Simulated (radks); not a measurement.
Fractional charge and spin in the 1s shell of beryllium: the spin-up occupation runs from 0 to 1 and the spin-down occupation from 0 to 1; the fullest corner is Be2+, 1s(up 1, down 1). All-electron calculation, non-relativistic Kohn-Sham, LDA (Slater exchange, Perdew-Wang correlation), spin-polarised, spherical densities, point nucleus. Program: a radial shooting solver on a logarithmic mesh with Libxc functionals. Energy (eV) minus the two flat planes that join the four corners (they meet along the diagonal where the two added fractions sum to one electron); zero is where a piecewise linear energy would lie.

\begin{tabular}{lrrr}
down \ up & 0 & 0.5 & 1 \\ \hline
0 & 0.000 & -5.462 & 0.000 \\
0.5 & -5.462 & 4.978 & -4.963 \\
1 & 0.000 & -4.963 & 0.000 \\
\end{tabular}

Corners above the fullest one (they belong to Be3+ and the next ion): (up 1, down 0) 151.91 eV, (up 0, down 1) 151.91 eV, (up 0, down 0) 365.83 eV. With half an added electron in each spin the energy lies 4.978 eV from the planes (fractional-spin error, the static-correlation error of a stretched bond), and with half an added electron in spin up alone -5.462 eV (fractional-charge error). For a frontier s shell over closed shells the exact functional lies on the planes.
